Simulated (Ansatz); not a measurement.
Relaxation of the cluster Os4 with RKS r2SCAN-D4/def2-SVP.

```sh
$ ansatz run in.yaml --threads 4 --pin off --events-out ev --progress --plain --max-ram 3916MiB
```

```yaml
crystal:
  periodic: [false, false, false]
  atoms:
    - {symbol: Os, position_ang: [-1.473200, 2.315700, 0.474400]}
    - {symbol: Os, position_ang: [0.378700, 2.385100, -1.995400]}
    - {symbol: Os, position_ang: [1.588600, 2.275600, 0.544200]}
    - {symbol: Os, position_ang: [0.000000, 0.000000, 0.000000]}
basis:
  gaussian: {orbitals: def2-SVP}
hamiltonian: {xc: r2scan, dispersion: d4}
scf: {lower_state_search: "off"}
output: {orbitals: {seedname: orbitals}}
relax: {f_tol: 0.02, max_steps: 100}
```

Run time 71 s (4 threads of Arm Neoverse V1 on a shared host).

Positions (Å) and forces (eV/Å) at steps 1, 2, 3, 4, 5, 6, 7, 8, 9, 10, 13 of 13:

```xyz
4
step=1 energy=-9863.4645 eV
Os   -1.473    2.316    0.474    5.066   -3.000   -2.803
Os    0.379    2.385   -1.995   -0.289   -1.291    6.365
Os    1.589    2.276    0.544   -5.091   -2.816   -3.985
Os    0.000    0.000    0.000    0.314    7.107    0.423
4
step=2 energy=-9868.2519 eV
Os   -1.333    2.237    0.392    3.917   -1.964   -2.768
Os    0.365    2.351   -1.818   -0.802   -0.983    5.374
Os    1.450    2.195    0.437   -3.602   -2.250   -2.917
Os    0.013    0.194    0.013    0.487    5.197    0.311
4
step=3 energy=-9870.0154 eV
Os   -1.209    2.192    0.280   -0.756    1.509   -1.058
Os    0.313    2.319   -1.633   -1.644    0.428   -0.451
Os    1.354    2.125    0.358    2.169    0.745    1.564
Os    0.037    0.340    0.019    0.231   -2.682   -0.055
4
step=4 energy=-9870.5320 eV
Os   -1.324    2.199    0.127   -0.627   -1.477   -0.983
Os    0.215    2.398   -1.553    0.541    0.091    2.109
Os    1.544    2.066    0.346    0.479   -0.858   -1.674
Os    0.059    0.313    0.104   -0.393    2.244    0.548
4
step=5 energy=-9870.9674 eV
Os   -1.455    2.152   -0.006   -1.685   -0.521    1.647
Os    0.175    2.461   -1.435    2.084   -1.492    0.090
Os    1.713    1.993    0.279   -0.468   -0.014   -0.371
Os    0.060    0.371    0.186    0.068    2.027   -1.366
4
step=6 energy=-9870.4617 eV rejected
Os   -1.529    2.062    0.037   -2.965    2.838    0.784
Os    0.279    2.380   -1.342   -2.199    2.399   -5.685
Os    1.720    1.976    0.191    4.809    1.268    3.818
Os    0.025    0.558    0.137    0.355   -6.506    1.083
4
step=7 energy=-9871.2187 eV
Os   -1.529    2.156    0.032    0.357   -0.762    0.048
Os    0.200    2.376   -1.413    0.861    0.555    0.222
Os    1.766    2.008    0.289   -1.179   -0.502   -0.881
Os    0.058    0.437    0.115   -0.039    0.709    0.612
4
step=8 energy=-9871.2932 eV
Os   -1.509    2.128    0.045   -0.255    0.057    0.052
Os    0.229    2.396   -1.419    0.006    0.071   -0.179
Os    1.728    2.001    0.263    0.225    0.004    0.093
Os    0.046    0.451    0.135    0.025   -0.133    0.033
4
step=9 energy=-9871.2953 eV
Os   -1.517    2.128    0.041   -0.106   -0.005    0.062
Os    0.227    2.398   -1.416    0.063    0.048   -0.107
Os    1.737    1.999    0.262    0.034   -0.011    0.020
Os    0.047    0.452    0.136    0.009   -0.032    0.026
4
step=10 energy=-9871.2947 eV rejected
Os   -1.521    2.124    0.038   -0.041    0.054    0.063
Os    0.229    2.404   -1.417   -0.010   -0.130   -0.009
Os    1.740    1.995    0.259    0.040    0.049    0.074
Os    0.046    0.453    0.143    0.011    0.028   -0.128
4
step=13 energy=-9871.2957 eV
Os   -1.520    2.127    0.042    0.002   -0.001    0.000
Os    0.229    2.399   -1.418   -0.002    0.000   -0.001
Os    1.739    1.998    0.262    0.000   -0.001    0.001
Os    0.047    0.453    0.138    0.000    0.002    0.000
```

In the def2 sets Os takes a core potential; there is no spin–orbit coupling. The restricted singlet is unstable towards broken spin symmetry at other levels; at r2SCAN-D4/def2-SVP this wasn't settled. At r2SCAN-D4/def2-SVP a triplet of charge 0 lies 0.71 eV below the restricted singlet, each at its own geometry. The structure comes from a short search, and lower isomers may exist.
